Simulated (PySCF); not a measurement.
PySCF input (PBE0/jun-cc-pV(T+d)Z):

```python
import numpy as np, basis_set_exchange as bse
from pyscf import gto, scf, dft, df, tdscf

basis = {'C': gto.basis.parse(bse.get_basis('jun-cc-pV(T+d)Z', elements=['C'], fmt='nwchem')), 'F': gto.basis.parse(bse.get_basis('jun-cc-pV(T+d)Z', elements=['F'], fmt='nwchem'))}
mol = gto.M(
    atom='''
    F    -1.02012856   -0.25279695    0.03047619
    C    -0.03126398    0.59606588    0.00107136
    F     1.04097121   -0.14458031   -0.03119043
    ''',
    basis=basis,
    charge=0,
    verbose=4,
    max_memory=2160,
)
mf = dft.RKS(mol, xc='pbe0')
mf.grids.level = 3
mf = mf.density_fit(auxbasis=df.autoaux(mol))
mf.conv_tol = 1e-9
mf.max_cycle = 100
print('smallest overlap eigenvalue', np.linalg.eigvalsh(mol.intor('int1e_ovlp'))[0])
mf.kernel()
dip = mf.dip_moment()
td = tdscf.TDA(mf)
td.nstates = 4
td.kernel()
td.analyze()
osc = td.oscillator_strength()
```

Output:

```
PySCF version 2.14.0

[INPUT] verbose = 4
[INPUT] num. atoms = 3
[INPUT] num. electrons = 24
[INPUT] charge = 0
[INPUT] spin (= nelec alpha-beta = 2S) = 0
[INPUT] symmetry False subgroup None
[INPUT] Mole.unit = angstrom
[INPUT] Symbol           X                Y                Z      unit          X                Y                Z       unit  Magmom
[INPUT]  1 F     -1.020128560000  -0.252796950000   0.030476190000 AA   -1.927763590247  -0.477717000625   0.057591652420 Bohr   0.0
[INPUT]  2 C     -0.031263980000   0.596065880000   0.001071360000 AA   -0.059080359764   1.126401265398   0.002024576981 Bohr   0.0
[INPUT]  3 F      1.040971210000  -0.144580310000  -0.031190430000 AA    1.967150490457  -0.273217188905  -0.058941370407 Bohr   0.0

nuclear repulsion = 64.6006134041705
number of shells = 21
number of NR pGTOs = 153
number of NR cGTOs = 117
basis = {'C': [[0, [8236.0, 0.000531, 0.0, -0.000113, 0.0], [1235.0, 0.004108, 0.0, -0.000878, 0.0], [280.8, 0.021087, 0.0, -0.00454, 0.0], [79.27, 0.081853, 0.0, -0.018133, 0.0], [25.59, 0.234817, 0.0, -0.05576, 0.0], [8.997, 0.434401, 0.0, -0.126895, 0.0], [3.319, 0.346129, 0.0, -0.170352, 0.0], [0.9059, 0.0, 1.0, 0.0, 0.0], [0.3643, -0.008983, 0.0, 0.598684, 0.0], [0.1285, 0.0, 0.0, 0.0, 1.0]], [0, [0.04402, 1.0]], [1, [18.71, 0.014031, 0.0, 0.0], [4.133, 0.086866, 0.0, 0.0], [1.2, 0.290216, 0.0, 0.0], [0.3827, 0.0, 1.0, 0.0], [0.1209, 0.0, 0.0, 1.0]], [1, [0.03569, 1.0]], [2, [1.097, 1.0, 0.0], [0.318, 0.0, 1.0]], [2, [0.1, 1.0]], [3, [0.761, 1.0]]], 'F': [[0, [19500.0, 0.000507, 0.0, -0.000117, 0.0], [2923.0, 0.003923, 0.0, -0.000912, 0.0], [664.5, 0.0202, 0.0, -0.004717, 0.0], [187.5, 0.07901, 0.0, -0.019086, 0.0], [60.62, 0.230439, 0.0, -0.059655, 0.0], [21.42, 0.432872, 0.0, -0.14001, 0.0], [7.95, 0.349964, 0.0, -0.176782, 0.0], [2.257, 0.0, 1.0, 0.0, 0.0], [0.8815, -0.007892, 0.0, 0.605043, 0.0], [0.3041, 0.0, 0.0, 0.0, 1.0]], [0, [0.09158, 1.0]], [1, [43.88, 0.016665, 0.0, 0.0], [9.926, 0.104472, 0.0, 0.0], [2.93, 0.31726, 0.0, 0.0], [0.9132, 0.0, 1.0, 0.0], [0.2672, 0.0, 0.0, 1.0]], [1, [0.07361, 1.0]], [2, [3.107, 1.0, 0.0], [0.855, 0.0, 1.0]], [2, [0.292, 1.0]], [3, [1.917, 1.0]]]}
ecp = {}
ETB for C: l = 0, exps = 0.07138 * 1.8^n , n = 0..15
ETB for C: l = 1, exps = 0.07138 * 1.8^n , n = 0..12
ETB for C: l = 2, exps = 0.07138 * 1.8^n , n = 0..11
ETB for C: l = 3, exps = 0.13569 * 2.2^n , n = 0..6
ETB for C: l = 4, exps = 0.2 * 2.2^n , n = 0..4
ETB for F: l = 0, exps = 0.14722 * 1.8^n , n = 0..15
ETB for F: l = 1, exps = 0.14722 * 1.8^n , n = 0..13
ETB for F: l = 2, exps = 0.14722 * 1.8^n , n = 0..12
ETB for F: l = 3, exps = 0.36561 * 2.2^n , n = 0..6
ETB for F: l = 4, exps = 0.584 * 2.2^n , n = 0..3
smallest overlap eigenvalue 0.0008873145212154538

******** <class 'pyscf.df.df_jk.DFRKS'> ********
method = DFRKS
initial guess = minao
damping factor = 0
level_shift factor = 0
DIIS = <class 'pyscf.scf.diis.CDIIS'>
diis_start_cycle = 1
diis_space = 8
diis_damp = 0
SCF conv_tol = 1e-09
SCF conv_tol_grad = None
SCF max_cycles = 100
direct_scf = False
XC library pyscf.dft.libxc version 7.1.2
    S. Lehtola, C. Steigemann, M. J. T. Oliveira, and M. A. L. Marques,  SoftwareX 7, 1–5 (2018)
XC functionals = pbe0
    C. Adamo and V. Barone,  J. Chem. Phys. 110, 6158 (1999)
    M. Ernzerhof and G. E. Scuseria,  J. Chem. Phys. 110, 5029 (1999)
radial grids:
    Treutler-Ahlrichs [JCP 102, 346 (1995); DOI:10.1063/1.469408] (M4) radial grids

becke partition: Becke, JCP 88, 2547 (1988); DOI:10.1063/1.454033
pruning grids: <function nwchem_prune>
grids dens level: 3
symmetrized grids: False
atomic radii adjust function: <function treutler_atomic_radii_adjust>
small_rho_cutoff = 0
Set gradient conv threshold to 3.16228e-05
Initial guess from minao.
tot grids = 42648
******** <class 'pyscf.df.df.DF'> ********
auxbasis = {'C': [[0, [np.float64(481.57520720416113), 1]], [0, [np.float64(267.54178178008954), 1]], [0, [np.float64(148.63432321116085), 1]], [0, [np.float64(82.57462400620048), 1]], [0, [np.float64(45.87479111455581), 1]], [0, [np.float64(25.485995063642118), 1]], [0, [np.float64(14.158886146467843), 1]], [0, [np.float64(7.866047859148802), 1]], [0, [np.float64(4.370026588416001), 1]], [0, [np.float64(2.4277925491200003), 1]], [0, [np.float64(1.3487736384000002), 1]], [0, [np.float64(0.749318688), 1]], [0, [np.float64(0.4162881600000001), 1]], [0, [np.float64(0.2312712), 1]], [0, [np.float64(0.12848400000000001), 1]], [0, [np.float64(0.07138), 1]], [1, [np.float64(82.57462400620048), 1]], [1, [np.float64(45.87479111455581), 1]], [1, [np.float64(25.485995063642118), 1]], [1, [np.float64(14.158886146467843), 1]], [1, [np.float64(7.866047859148802), 1]], [1, [np.float64(4.370026588416001), 1]], [1, [np.float64(2.4277925491200003), 1]], [1, [np.float64(1.3487736384000002), 1]], [1, [np.float64(0.749318688), 1]], [1, [np.float64(0.4162881600000001), 1]], [1, [np.float64(0.2312712), 1]], [1, [np.float64(0.12848400000000001), 1]], [1, [np.float64(0.07138), 1]], [2, [np.float64(45.87479111455581), 1]], [2, [np.float64(25.485995063642118), 1]], [2, [np.float64(14.158886146467843), 1]], [2, [np.float64(7.866047859148802), 1]], [2, [np.float64(4.370026588416001), 1]], [2, [np.float64(2.4277925491200003), 1]], [2, [np.float64(1.3487736384000002), 1]], [2, [np.float64(0.749318688), 1]], [2, [np.float64(0.4162881600000001), 1]], [2, [np.float64(0.2312712), 1]], [2, [np.float64(0.12848400000000001), 1]], [2, [np.float64(0.07138), 1]], [3, [np.float64(15.384519173760008), 1]], [3, [np.float64(6.9929632608000025), 1]], [3, [np.float64(3.178619664000001), 1]], [3, [np.float64(1.4448271200000005), 1]], [3, [np.float64(0.6567396000000001), 1]], [3, [np.float64(0.29851800000000006), 1]], [3, [np.float64(0.13569), 1]], [4, [np.float64(4.685120000000001), 1]], [4, [np.float64(2.129600000000001), 1]], [4, [np.float64(0.9680000000000002), 1]], [4, [np.float64(0.44000000000000006), 1]], [4, [np.float64(0.2), 1]]], 'F': [[0, [np.float64(993.2404315578117), 1]], [0, [np.float64(551.8002397543398), 1]], [0, [np.float64(306.555688752411), 1]], [0, [np.float64(170.30871597356168), 1]], [0, [np.float64(94.61595331864537), 1]], [0, [np.float64(52.564418510358536), 1]], [0, [np.float64(29.202454727976964), 1]], [0, [np.float64(16.223585959987204), 1]], [0, [np.float64(9.013103311104), 1]], [0, [np.float64(5.00727961728), 1]], [0, [np.float64(2.7818220096), 1]], [0, [np.float64(1.545456672), 1]], [0, [np.float64(0.8585870400000001), 1]], [0, [np.float64(0.4769928), 1]], [0, [np.float64(0.264996), 1]], [0, [np.float64(0.14722), 1]], [1, [np.float64(306.555688752411), 1]], [1, [np.float64(170.30871597356168), 1]], [1, [np.float64(94.61595331864537), 1]], [1, [np.float64(52.564418510358536), 1]], [1, [np.float64(29.202454727976964), 1]], [1, [np.float64(16.223585959987204), 1]], [1, [np.float64(9.013103311104), 1]], [1, [np.float64(5.00727961728), 1]], [1, [np.float64(2.7818220096), 1]], [1, [np.float64(1.545456672), 1]], [1, [np.float64(0.8585870400000001), 1]], [1, [np.float64(0.4769928), 1]], [1, [np.float64(0.264996), 1]], [1, [np.float64(0.14722), 1]], [2, [np.float64(170.30871597356168), 1]], [2, [np.float64(94.61595331864537), 1]], [2, [np.float64(52.564418510358536), 1]], [2, [np.float64(29.202454727976964), 1]], [2, [np.float64(16.223585959987204), 1]], [2, [np.float64(9.013103311104), 1]], [2, [np.float64(5.00727961728), 1]], [2, [np.float64(2.7818220096), 1]], [2, [np.float64(1.545456672), 1]], [2, [np.float64(0.8585870400000001), 1]], [2, [np.float64(0.4769928), 1]], [2, [np.float64(0.264996), 1]], [2, [np.float64(0.14722), 1]], [3, [np.float64(41.45282670144002), 1]], [3, [np.float64(18.842193955200006), 1]], [3, [np.float64(8.564633616000002), 1]], [3, [np.float64(3.893015280000001), 1]], [3, [np.float64(1.7695524000000002), 1]], [3, [np.float64(0.804342), 1]], [3, [np.float64(0.36561), 1]], [4, [np.float64(6.218432000000002), 1]], [4, [np.float64(2.82656), 1]], [4, [np.float64(1.2848), 1]], [4, [np.float64(0.584), 1]]]}
init E= -237.879939665164
  HOMO = -0.278904801807961  LUMO = -0.0793967641528361  gap/eV = 5.42889
cycle= 1 E= -237.495815455677  delta_E= 0.384  |g|= 0.619  |ddm|= 1.28
  HOMO = -0.360075340582265  LUMO = -0.138148989391437  gap/eV = 6.03892
cycle= 2 E= -237.39577650168  delta_E=  0.1  |g|= 1.03  |ddm|= 0.626
  HOMO = -0.329975721525964  LUMO = -0.0966681509896965  gap/eV = 6.34862
cycle= 3 E= -237.558436282941  delta_E= -0.163  |g|= 0.0576  |ddm|= 0.391
  HOMO = -0.324797486449818  LUMO = -0.0866739343671128  gap/eV = 6.47967
cycle= 4 E= -237.558910288868  delta_E= -0.000474  |g|= 0.0119  |ddm|= 0.0315
  HOMO = -0.327792081098062  LUMO = -0.0890558914234507  gap/eV = 6.49634
cycle= 5 E= -237.558931721032  delta_E= -2.14e-05  |g|= 0.00226  |ddm|= 0.00873
  HOMO = -0.327114698216684  LUMO = -0.0884730775801899  gap/eV = 6.49377
cycle= 6 E= -237.558932932869  delta_E= -1.21e-06  |g|= 0.000284  |ddm|= 0.00161
  HOMO = -0.32716711580863  LUMO = -0.0885373902753823  gap/eV = 6.49345
cycle= 7 E= -237.558932950869  delta_E= -1.8e-08  |g|= 6.47e-05  |ddm|= 0.000241
  HOMO = -0.327172414069539  LUMO = -0.0885442137943784  gap/eV = 6.49340
cycle= 8 E= -237.5589329516  delta_E= -7.31e-10  |g|= 1.06e-05  |ddm|= 4.39e-05
  HOMO = -0.327172395130166  LUMO = -0.088544155873727  gap/eV = 6.49341
Extra cycle  E= -237.558932951581  delta_E= 1.86e-11  |g|= 1.58e-05  |ddm|= 1.01e-05
converged SCF energy = -237.558932951581
Dipole moment(X, Y, Z, Debye):  0.03190, -0.60780, -0.00108

******** <class 'pyscf.tdscf.rks.TDA'> for <class 'pyscf.df.df_jk.DFRKS'> ********
nstates = 4 singlet
deg_eia_thresh = 1.000e-03
wfnsym = None
conv_tol = 1e-05
eigh lindep = 1e-12
eigh level_shift = 0
eigh max_cycle = 100
chkfile = tmpghuslukg

Excitation energies (eV)
[5.09998051 8.60963157 8.85235074 9.07950051]

** Singlet excitation energies and oscillator strengths **
Excited State   1:      5.09998 eV    243.11 nm  f=0.0556
      12 -> 13        0.70019
Excited State   2:      8.60963 eV    144.01 nm  f=0.0419
      12 -> 14       -0.69376
      12 -> 16        0.11924
Excited State   3:      8.85235 eV    140.06 nm  f=0.0611
      10 -> 13       -0.14604
      12 -> 15       -0.69005
Excited State   4:      9.07950 eV    136.55 nm  f=0.0513
      12 -> 17        0.70546

** Transition electric dipole moments (AU) **
state          X           Y           Z        Dip. S.      Osc.
  1         0.0200     -0.0002      0.6671      0.4454      0.0556
  2        -0.0233      0.4450      0.0008      0.1985      0.0419
  3        -0.5297     -0.0278      0.0159      0.2817      0.0611
  4         0.0144     -0.0001      0.4801      0.2307      0.0513

** Transition velocity dipole moments (imaginary part, AU) **
state          X           Y           Z        Dip. S.      Osc.
  1        -0.0021      0.0000     -0.0688      0.0047      0.0168
  2        -0.0052      0.0989      0.0002      0.0098      0.0207
  3        -0.1346     -0.0071      0.0040      0.0182      0.0373
  4         0.0049     -0.0000      0.1645      0.0271      0.0541

** Transition magnetic dipole moments (imaginary part, AU) **
state          X           Y           Z
  1        -1.2026     -0.0631      0.0360
  2        -0.0000     -0.0000     -0.0000
  3        -0.0194      0.0002     -0.6484
  4        -0.0436     -0.0023      0.0013
```
